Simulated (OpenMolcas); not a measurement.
# What dynamic correlation does to the levels of Cr4+

```json
{
 "Program": "OpenMolcas",
 "Basis": "ANO-RCC-VDZP [5s4p2d1f]",
 "Scalar Hamiltonian": "X2C, point nucleus",
 "Active space": "2 electrons in 5 orbitals (3d)",
 "State averaging": "2S+1 = 3 even, 10 roots; 2S+1 = 1 even, 15 roots (14 in the spin-orbit step)",
 "Spin-orbit coupling": "RASSI with atomic mean-field integrals over the reference wave functions, term energies averaged over their components"
}
```

Methods on the same reference wave functions:
A. CASSCF
B. SS-CASPT2, IPEA 0.25 Eh, imaginary shift 0.1 Eh (closed shells correlated: 3s 3p)

Energies in cm-1 above 3d2 3F2, the measured ground level; measured values from Sugar and Corliss, J. Phys. Chem. Ref. Data 6, 317 (1977).

| Level | A | B | Measured |
| --- | --- | --- | --- |
| 3d2 3F2 | 0.0 | 0.0 | 0.0 |
| 3d2 3F3 | 526 | 530 | 508 |
| 3d2 3F4 | 1202 | 1205 | 1142 |
| 3d2 1D2 | 16627 | 13610 | 13188 |
| 3d2 3P0 | 19486 | 16560 | 15492 |
| 3d2 3P1 | 19656 | 16730 | 15677 |
| 3d2 3P2 | 20067 | 17130 | 16041 |
| 3d2 1G4 | 25498 | 23720 | 22019 |

Deviations, from unrounded energies. A percentage is the sum of absolute deviations over the sum of measured energies, with the sign that they share, or ± where signs differ.

```tsv
Against measurement	Levels	A	B
mean absolute deviation (cm-1)	7	2700	770
fine structure of the ground term (%)	2	+4.7	+5.1
other terms of the ground configuration (%)	5	+23.0	+6.5
```

B lies closest to measurement on these levels. The largest miss of B in the table is 3d2 1G4, by +1700 cm-1. The ranking rests on the paired levels alone, and a cruder setting can come out closer through cancelling errors.

From A to B the spin-free energies of the other terms of 3d2 shown, above 3F, scale by factors of 0.81 to 0.93, as is usual when dynamic correlation screens the repulsion within a d or f shell.

The lowest spin-free term lies below A's lowest term by 0.228 hartree in B.

CASPT2 breaks the degeneracy within a term, and the mean is taken; among the terms shown or strongly mixed into the levels shown the widest spread is 860 cm-1 (3d2 3F, B). Some high roots are left out of the spin-orbit mixing, which shifts the levels that they would mix with. The basis is small and was not contracted for so high a charge. Without dynamic correlation excited terms often stand tens of per cent too high (terms of higher spin than the ground term too low), and those without a measured partner can miss by more than the paired ones (holds for A). Measured partners are found by configuration, term and J. A level has none where our copy of the source lacks it or the pairing is in doubt (some pairs that miss far off the trend of their configuration count as doubtful), and it then counts in no deviation. Only configurations of the active space appear.
